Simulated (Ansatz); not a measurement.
```yaml
crystal:
  periodic: [false, false, false]
  atoms:
    - {symbol: Pd, position_ang: [-0.803774, 0.909537, -0.812851]}
    - {symbol: Te, position_ang: [0.306785, 0.387809, 1.442525]}
    - {symbol: Te, position_ang: [0.496989, -1.297346, -0.629674]}
basis:
  gaussian: {orbitals: def2-TZVP, initial_orbitals: start.molden}
hamiltonian: {xc: pbe}
correlation: {method: rpa}
scf: {omitted_lower_state_checks: [starts]}
```

The file start.molden holds the orbitals of an earlier run on this structure, at another level or in another basis.

```sh
$ ansatz run in.yaml --threads 4 --pin off --events-out ev --progress --plain --max-ram 3916MiB
```

It prints (some lines left out):

```
Functional definition: PBE
1350 factors; integrals over basis functions are off by at most 4.3e-4 eV
mean field evaluation 1: about -18069.2909 eV, gradient 6.7e0 eV
mean field evaluation 2: about -18069.3883 eV, gradient 1.1e-1 eV
mean field evaluation 4: about -18069.3816 eV, gradient 3.8e-4 eV
mean field evaluation 8: about -18069.3816 eV, gradient 8.0e-7 eV
mean field -18069.38156109 eV, -664.0375245033 hartree, gradient 1.7e-6 eV, S^2 0.000000; 0 other end points of the search recorded, 0 dependent functions left out; unrestricted orbitals would lower it
mean field evaluation 16: about -17989.0782 eV, gradient 1.3e0 eV
mean field evaluation 32: about -17989.7176 eV, gradient 1.0e-2 eV
8 core orbitals not correlated: weight in the atoms' cores, before any rotation towards them, 1.000 or more for the frozen orbitals, at most 0.000 for the correlated occupied ones
reference -17987.72439297 eV, -661.0366789242 hartree; 25, 25 occupied and 107, 107 virtual orbitals, 1350 factors
Error: the energy between an occupied orbital and the lowest state that it is excited into in its spin channel is -0.2859 eV and must be positive: a state without a gap has no random-phase energy
```

**Question.** Can the result of this run be used?

**Answer.** No. The run stopped with an error. The reference has no gap: an occupied orbital lies above an empty one, and the correlation energy can't be formed.
